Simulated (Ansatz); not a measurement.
Computed with Ansatz on PBE0-D4/def2-TZVP structures; ΔE is electronic, products minus reactants. CBS: MP2 limit from def2 TZ/QZ plus the TZ coupled-cluster correction, frozen cores. This one scheme is used for every species. DFT in def2-TZVPP. B3LYP here is the variant with VWN-RPA as its local correlation; programs differ in this. HSE06 is defined as in plane-wave codes. def2 core potentials past Kr. For Br, In outer-core shells are correlated without core-valence functions, which leaves a few kJ/mol of doubt a bond. Scalar relativity is left out up to krypton. Each species was taken in one conformer, which may not be the lowest.

Consider the ligand exchange at the In–C bond: `[CH3][In]([CH3])[SH]` + HBr → `[CH3][In]([SH])[Br]` + CH₄.

`[CH3][In]([CH3])[SH]`:

Z-matrix (Å, degrees):
```
C
In 1 2.145
H 1 1.090 2 109.9
H 1 1.090 2 111.2 3 121.4
H 1 1.092 2 109.3 3 -118.9
C 2 2.147 1 131.7 3 -150.9
S 2 2.410 1 113.1 3 30.1
H 6 1.090 2 111.2 1 24.8
H 6 1.092 2 109.2 1 -95.0
H 6 1.090 2 110.0 1 146.1
H 7 1.343 2 94.5 1 179.5
```

HBr:

Z-matrix (Å, degrees):
```
Br
H 1 1.420
```

`[CH3][In]([SH])[Br]`:

```xyz
8

C     0.450    1.257   -0.872
In   -0.143   -0.494    0.188
S    -0.733   -0.717    2.478
Br   -0.275   -2.673   -1.001
H     1.416    1.594   -0.496
H    -0.286    2.045   -0.717
H     0.528    1.023   -1.933
H    -0.957   -2.036    2.353
```

CH₄:

Z-matrix (Å, degrees):
```
C
H 1 1.090
H 1 1.090 2 109.5
H 1 1.090 2 109.5 3 -120.0
H 1 1.090 2 109.5 3 120.0
```

| level | ΔE (kJ/mol) | difference from CCSD(T)/CBS |
| --- | --- | --- |
| PBE-D4 | -166.8 | 3.6 |
| revPBE-D4 | -165.9 | 4.5 |
| r2SCAN-D4 | -175.8 | -5.4 |
| B97M-V | -178.1 | -7.7 |
| PBE0-D4 | -172.4 | -2.0 |
| B3LYP-D4 | -174.5 | -4.1 |
| r2SCANh-D4 | -176.8 | -6.4 |
| r2SCAN0-D4 | -178.3 | -7.9 |
| HSE06-D4 | -172.8 | -2.4 |
| BHLYP-D4 | -183.8 | -13.4 |
| CAM-B3LYP-D4 | -171.9 | -1.5 |
| ωB97X-V | -171.5 | -1.1 |
| B2PLYP | -173.4 | -3.0 |
| PBE-QIDH | -174.0 | -3.6 |
| PBE | -166.9 | 3.5 |
| BLYP | -170.3 | 0.1 |
| r2SCAN | -176.0 | -5.6 |
| PBE0 | -172.4 | -2.0 |
| B3LYP | -174.4 | -4.0 |
| r2SCANh | -177.0 | -6.6 |
| r2SCAN0 | -178.5 | -8.1 |
| HSE06 | -172.7 | -2.3 |
| BHLYP | -182.0 | -11.6 |
| CAM-B3LYP | -171.7 | -1.3 |
| LC-ωPBE | -167.7 | 2.7 |
| RPA@PBE/def2-TZVPP | -157.1 | 13.3 |
| HF/def2-SVP | -195.8 | -25.4 |
| MP2/def2-SVP | -181.8 | -11.4 |
| CCSD/def2-SVP | -178.1 | -7.7 |
| CCSD(T)/def2-SVP | -176.5 | -6.1 |
| HF/def2-TZVPP | -195.5 | -25.1 |
| MP2/def2-TZVPP | -167.4 | 3.0 |
| SCS-MP2/def2-TZVPP | -168.5 | 1.9 |
| CCSD/def2-TZVPP | -166.4 | 4.0 |
| HF/def2-QZVPP | -194.4 | -24.0 |
| MP2/def2-QZVPP | -170.5 | -0.1 |
| SCS-MP2/def2-QZVPP | -171.4 | -1.0 |
| HF/CBS(def2) | -194.3 | -23.9 |
| MP2/CBS(def2) | -173.5 | -3.1 |
| CCSD/CBS(def2) | -172.5 | -2.1 |
| CCSD(T)/CBS | -170.4 | 0 |

Largest T1 diagnostic among the species: 0.012.

In def2-TZVPP, CCSD(T) changes the Hartree–Fock value by +31.2 kJ/mol (the triples alone add +2.1 kJ/mol) and MP2 by +28.1 kJ/mol. Leaving LDA and LC-ωPBE aside and taking each functional with its dispersion term where it has one, the values spread over 17.9 kJ/mol, from BHLYP-D4 to revPBE-D4. LDA lies +7.7 kJ/mol from PBE without D4. From BLYP to BHLYP (50 % exact exchange), in def2-TZVPP and without D4, ΔE moves by −11.7 kJ/mol.

CCSD(T)/CBS has its own doubt, a few kJ/mol and more with outer-core shells, so smaller differences from it don't rank the levels.
